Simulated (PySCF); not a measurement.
Computed shifts of a molecule CH8FNSi2, PBE/pcSseg-1 (PySCF), GIAO, gas phase, atoms alike by connectivity averaged where their shifts nearly agree, in ppm (number of nuclei): ¹⁵N: 2.2 (1). ²⁹Si: -48.2 (1), -77.1 (1). ¹³C: 81.5 (1). ¹⁹F: -309.2 (1). ¹H: 5.68 (1), 5.61 (1), 5.45 (1), 5.25 (1), 4.25 (1), 4.09 (1), -0.06 (2). References: ¹⁵N against NH3 (σ = 267.0 ppm); ²⁹Si against TMS (σ = 335.4 ppm); ¹³C against TMS (σ = 182.0 ppm); ¹⁹F against CFCl3 (σ = 133.6 ppm); ¹H against TMS (σ = 31.49 ppm), references at their B3LYP-D3(BJ)/def2-TZVP geometries, non-relativistic. Geometry: PBE0-D3(BJ)/def2-SVP. One conformer was computed; it need not be the lowest.

Q: Identify the compound among the candidates.
A. N[C@H]([SiH3])[SiH2]F
B. N[SiH2][SiH2]CF
C. C[Si@@](N)(F)[SiH3]
D. C[SiH2]N[SiH2]F

A: B, N[SiH2][SiH2]CF
